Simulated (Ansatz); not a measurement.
CH$_{5}$F$_{2}$MoNO$_{2}$ (`C[N]=[Mo]([OH])([OH])([F])[F]`). Charge 0, multiplicity 1. Mo: def2 effective core potential. All single points use the PBE0-D4/def2-TZVP geometry. It is one conformer, not always the lowest.

```xyz
12

C    -1.074   -1.601   -0.738
N    -0.235   -0.507   -0.426
Mo    0.711    0.693    0.290
O     0.903    2.111   -0.911
O     1.097    0.335    2.110
F    -0.731    1.660    1.078
F     2.434    0.070   -0.033
H    -1.084   -1.774   -1.818
H    -0.722   -2.506   -0.234
H    -2.095   -1.385   -0.405
H     0.338    2.264   -1.673
H     0.457    0.641    2.759
```

**Question.** What is the dipole moment at r2SCAN/def2-TZVPP? (Best estimate.)

**Answer.** The calculation gave: 4.08 D, with components (-3.19, -1.67, -1.94) D in this frame, pointing from negative to positive charge.

**Question.** And with PBE, B3LYP, ωB97M-V? (Best estimate.)

**Answer.** Ansatz gave: PBE 3.95 D, B3LYP 4.23 D, ωB97M-V 4.32 D.

**Question.** Give the Mulliken charges with r2SCAN, PBE, B3LYP in def2-TZVPP. (Estimate.)

**Answer.** The calculation gave: 
```json
{"atom": "C1", "r2SCAN": "-0.01", "PBE": "-0.14", "B3LYP": "-0.13"}
{"atom": "N2", "r2SCAN": "-0.53", "PBE": "-0.44", "B3LYP": "-0.51"}
{"atom": "Mo3", "r2SCAN": "1.64", "PBE": "1.39", "B3LYP": "1.64"}
{"atom": "O4", "r2SCAN": "-0.49", "PBE": "-0.43", "B3LYP": "-0.48"}
{"atom": "O5", "r2SCAN": "-0.50", "PBE": "-0.44", "B3LYP": "-0.49"}
{"atom": "F6", "r2SCAN": "-0.43", "PBE": "-0.38", "B3LYP": "-0.44"}
{"atom": "F7", "r2SCAN": "-0.38", "PBE": "-0.34", "B3LYP": "-0.39"}
{"atom": "H8", "r2SCAN": "0.07", "PBE": "0.11", "B3LYP": "0.12"}
{"atom": "H9", "r2SCAN": "0.08", "PBE": "0.12", "B3LYP": "0.12"}
{"atom": "H10", "r2SCAN": "0.08", "PBE": "0.12", "B3LYP": "0.12"}
{"atom": "H11", "r2SCAN": "0.23", "PBE": "0.22", "B3LYP": "0.21"}
{"atom": "H12", "r2SCAN": "0.22", "PBE": "0.21", "B3LYP": "0.21"}
```

B3LYP here is the variant with VWN-RPA as its local correlation; programs differ in this.
